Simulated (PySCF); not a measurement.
Species: C₃H₁₀NSi₃ (doublet state).
Structure used (GFN2-xTB), in Å, numbered top down from 1:
```
atom  x, y, z in Å
C1     2.931    0.130    0.577
Si2    1.253    0.752   -0.046
C3     0.127   -0.752   -0.440
C4    -0.007   -1.552    0.722
N5    -0.163   -2.160    1.684
Si6   -1.693   -0.320   -0.959
Si7   -2.940    0.720    0.651
H8     3.471   -0.412   -0.196
H9     3.561    0.953    0.901
H10    2.804   -0.543    1.421
H11    0.595    1.573    0.975
H12    1.390    1.503   -1.300
H13    0.596   -1.353   -1.223
H14   -2.177   -1.579   -1.567
H15   -3.090    0.107    1.974
H16   -2.372    2.058    0.868
H17   -4.292    0.889    0.107
```

The hyperfine couplings belong to this conformer and change with its torsions.

The species is `C[SiH2][C@@H](C#N)[SiH][SiH3]` [radical].

Method used: UKS B3LYP, pcH-1 on C H N Si, non-relativistic, mean-field spin-orbit, GIAO in PySCF. Geometry: GFN2-xTB, one conformer, isolated molecule. The geometry wasn't refined by DFT: couplings that depend on bond lengths, twists or pyramidal angles can differ widely from those at the functional's own minimum, by a factor of two or more for some ions and for spin on atoms past the first row. No stability test was run, so a lower SCF solution isn't excluded.

Q: Break the g tensor into its mass correction, gauge correction and orbital-Zeeman/spin–orbit terms.

A: 
| Δg (ppm) | 1 | 2 | 3 |
| --- | --- | --- | --- |
| relativistic mass correction | -135 | -135 | -135 |
| gauge correction | 18 | 35 | 40 |
| orbital Zeeman/spin–orbit | -241 | 748 | 3429 |
| total | -358 | 648 | 3333 |

So g = 2.00196, 2.00297, 2.00565 and g_iso = 2.00353; the tensor is rhombic: the two nearest values differ by 27 % of g3 − g1. Axes: g2 points within 11° of the Si6–Si7 bond.

Q: Average each term over the three axes. Which is largest in size?

A: The orbital-Zeeman/spin–orbit term 1312, the mass correction -135 and the gauge correction 31 ppm, for a total of 1208 ppm. The orbital-Zeeman/spin–orbit term is the largest in size. The mass correction is the same along every axis, so the anisotropy comes from the other two: their spans along these axes are 22 (gauge) and 3670 ppm (orbital Zeeman/spin–orbit).

Q: What effective moment and Curie constant follow for a powder?

A: With the mean of g² = 4.0141 and S(S+1) = 0.75: μ_eff = √(⟨g²⟩S(S+1)) = 1.735 μB and χT = 0.12505·⟨g²⟩·S(S+1) = 0.376 cm³ K/mol (cgs; spin-Hamiltonian part alone).

Q: In a frozen sample, at which fields do the three g values resonate at 9.5, 34, 94 and 263 GHz (hyperfine left aside), and which band first spreads them over more than twice a line width of 1.0 mT?

A: 
```
band    GHz  B(g3) mT  B(g2) mT  B(g1) mT  spread mT
   X    9.5    338.42    338.87    339.04       0.62
   Q   34.0   1211.19   1212.81   1213.42       2.23
   W   94.0   3348.58   3353.07   3354.75       6.17
   J  263.0   9368.90   9381.46   9386.17      17.27
```

The spread grows in proportion to the frequency. Q band is the first where it exceeds 2.0 mT.

The largest Mulliken spin population is on Si6 (+0.95). The angles at Si6 add up to 338.1°, so it is pyramidal.

The HOMO–LUMO gaps are 5.46 eV among the α and 4.82 eV among the β orbitals.
